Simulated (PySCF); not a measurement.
# Ionisation energy of Tc⁺ by level of theory

Tc⁺ [Kr] 4d5 5s1 (7S) → Tc²⁺ [Kr] 4d5 (6S), as a difference of total energies. Calculation: PySCF 2.14, in x2c-TZVPPall; scalar relativity by spin-free X2C-1e. Correlated levels: valence: [Kr] frozen. The calculations carry no spin-orbit coupling.

| method | ionisation energy (eV) |
| --- | --- |
| UHF | 14.249 |
| MP2 (valence) | 14.794 |
| SCS-MP2 (valence) | 14.431 |
| CCSD (valence) | 14.813 |
| CCSD(T) (valence) | 14.833 |

How much does correlation contribute at CCSD(T) (valence)?

14.833 − (14.249) = 0.584 eV, measured against UHF.

Errors of the correlated levels include the incompleteness of this basis and the frozen core.

For comparison: 15.26 eV (semi-empirical (NIST evaluation); NIST Atomic Spectra Database, ionization energies).
